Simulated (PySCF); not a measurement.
Constitutional and geometric isomers with formula C2H6OSi. Isolated molecules, 0 K electronic values unless said otherwise. One relaxed conformer stands for each flexible species; it need not be the lowest. Strings in code marks are SMILES.

Method: PBE-D3(BJ)/def2-TZVP // B3LYP-D3(BJ)/def2-TZVP (PySCF 2.14.0). All candidates: neutral, multiplicity 1. 

```
Property         Result
-------------  --------
HOMO           -4.78 eV
HOMO–LUMO gap   3.23 eV
LUMO           -1.55 eV
```

**Question.** Say which member has these values.
(A) `C=C[SiH2]O` (C–C–Si–O torsion -7°, C–Si–O–H torsion -69°)
(B) `C/C=[SiH]/O` (C–Si–O–H torsion 0°)
(C) `C[Si](C)=O`
(D) `COC=[SiH2]` (C–O–C–Si torsion 0°)

**Answer.** D, `COC=[SiH2]` (C–O–C–Si torsion 0°). The others give `C[Si](C)=O`: -6.02 eV, 4.27 eV, -1.75 eV; `C=C[SiH2]O` (C–C–Si–O torsion -7°, C–Si–O–H torsion -69°): -6.82 eV, 5.33 eV, -1.49 eV; `C/C=[SiH]/O` (C–Si–O–H torsion 0°): -4.75 eV, 3.73 eV, -1.02 eV
